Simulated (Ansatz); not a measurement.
Consider the formal hydrolysis of the In–O bond: `C[O][In]([SH])[O][SiH3]` + H₂O → `[OH][In]([SH])[O][SiH3]` + CH₃OH.

Calculated with Ansatz (gas phase, PBE0-D4/def2-TZVP geometries, no zero-point term in ΔE). CBS: MP2 limit from def2 TZ/QZ plus the TZ coupled-cluster correction, frozen cores. This one scheme is used for every species. def2 core potentials past Kr. For In outer-core shells are correlated without core-valence functions, which leaves a few kJ/mol of doubt a bond. One conformer a species, not always the lowest.

```json
{"level": "CCSD/def2-SVP", "ΔE (kJ/mol)": "-5.0"}
{"level": "HF/CBS(def2)", "ΔE (kJ/mol)": "-10.2"}
```

(1) What does CCSD(T)/CBS give? (Estimate.)

Largest T1 diagnostic among the species: 0.016.

Results:

(1) Computed: -4.1 kJ/mol. The listed levels differ from it by -0.9, -6.1 kJ/mol.

The D4 term adds +6.2 kJ/mol with B3LYP and +3.7 kJ/mol with PBE0; it sums over pairs of atoms, weighted by their polarisabilities, and B3LYP, whose exchange is more repulsive, gets the larger term. In def2-TZVPP, CCSD(T) changes the Hartree–Fock value by +6.1 kJ/mol (the triples alone add +1.1 kJ/mol) and MP2 by +6.0 kJ/mol.

CCSD(T)/CBS has its own doubt, a few kJ/mol and more with outer-core shells, so smaller differences from it don't rank the levels.

B3LYP here is the variant with VWN-RPA as its local correlation; programs differ in this.
